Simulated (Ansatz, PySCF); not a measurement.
Gas-phase reaction in SMILES: CCCCl [1-chloropropane] -> [CH2]CCCl + H atom (the C-H bond at the site shown breaks; other sites are not compared here)
Geometries: B3LYP-D3(BJ)/def2-TZVP minima from Ansatz (a quantum-chemistry and plane-wave program), one conformer each, not searched for the lowest.

Property: bond dissociation energy (enthalpy at 298 K, with B3LYP-D3(BJ) rigid-rotor harmonic-oscillator terms from PySCF), in kJ/mol. Correlated levels leave the core frozen unless marked. Open shells are spin-unrestricted. Spin-orbit coupling is left out. No relativistic terms. CBS marks a two-point X^-3 extrapolation of the correlation energy; Hartree-Fock from the larger set. [CCSD(T)-MP2]/basis is that difference in the basis named.

| level | program | bond dissociation energy (kJ/mol) |
|---|---|---|
| HF-D4/def2-TZVPD | PySCF + dftd4 | (withheld) |
| B3LYP-D4/def2-TZVPD | Ansatz + dftd4 | 416.0 |
| PBE0/def2-TZVP | Ansatz | 408.2 |
| M06-2X/def2-TZVPD | PySCF | 420.7 |
| HSE06-D3(BJ)/def2-TZVPD | Ansatz + dftd3 | (withheld) |
| RI-MP2/CBS(cc-pV(T+d)Z,cc-pV(Q+d)Z)+[CCSD(T)-MP2]/cc-pV(D+d)Z | Ansatz | (withheld) |

Question: Complete the blanks.

Answer: 
- HF-D4/def2-TZVPD, bond dissociation energy (kJ/mol): 320.9
- HSE06-D3(BJ)/def2-TZVPD, bond dissociation energy (kJ/mol): 409.3
- RI-MP2/CBS(cc-pV(T+d)Z,cc-pV(Q+d)Z)+[CCSD(T)-MP2]/cc-pV(D+d)Z, bond dissociation energy (kJ/mol): 430.3
